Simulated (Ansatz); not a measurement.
The same molecule with X = C, Si, Ge. Ansatz, PBE0-D4/def2-TZVP geometries, multiplicity 1. Each molecule was computed in one conformer, which needn't be the lowest.

Scalar relativity is left out up to krypton.

```csv
X,molecule,mean X–Cl bond length / Å,mean X–F bond length / Å,mean X–O bond length / Å,HOMO–LUMO gap (B3LYP/def2-TZVPP) / eV,HOMO–LUMO gap (ωB97M-V/def2-TZVPP) / eV,HOMO energy (ωB97M-V/def2-TZVPP) / eV
C,`OC(F)(Cl)Cl`,1.790,1.326,1.343,7.77,12.88,-11.29
Ge,`[OH][Ge]([F])([Cl])[Cl]`,2.108,1.716,1.741,7.69,12.70,-12.07
```

Give the row for X = Si, `O[Si](F)(Cl)Cl`. (An estimate is asked.)

Computed: 
```csv
X,molecule,mean X–Cl bond length / Å,mean X–F bond length / Å,mean X–O bond length / Å,HOMO–LUMO gap (B3LYP/def2-TZVPP) / eV,HOMO–LUMO gap (ωB97M-V/def2-TZVPP) / eV,HOMO energy (ωB97M-V/def2-TZVPP) / eV
Si,`O[Si](F)(Cl)Cl`,2.019,1.579,1.612,9.11,13.66,-11.84
```

From C to Ge the mean X–Cl bond length rises at each step, by 0.318 Å in all; the mean X–F bond length rises at each step, by 0.390 Å in all; the mean X–O bond length rises at each step, by 0.398 Å in all; the HOMO–LUMO gap (B3LYP/def2-TZVPP) isn't monotonic: highest at Si, lowest at Ge; the HOMO–LUMO gap (ωB97M-V/def2-TZVPP) isn't monotonic: highest at Si, lowest at Ge; the HOMO energy (ωB97M-V/def2-TZVPP) falls at each step, by 0.78 eV in all. Bonds lengthen as the atom grows down the group.

B3LYP here is the variant with VWN-RPA as its local correlation; programs differ in this.
